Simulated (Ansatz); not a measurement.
Molecule: GeH4 (charge 0, singlet). SMILES: [GeH4]
Geometry: optimised at B3LYP-D3(BJ)/def2-TZVP (Ansatz, a first-principles code).

Parts of the frozen-core correlation energy in STO-3G (Ansatz, hartree). Frozen orbitals: 14; correlated occupied orbitals by spin: 4 and 4; virtual: 4 and 4. Spin-orbit coupling is left out. Non-relativistic.

```tsv
term	value
reference (HF)	-2054.07330
MP2 opposite-spin	-0.04171
MP2 same-spin	-0.00020
CCSD correlation	-0.06423
(T)	-0.00035
FCI minus CCSD(T)	-0.00019
T1 diagnostic	0.003
largest doubles amplitude	0.068
```
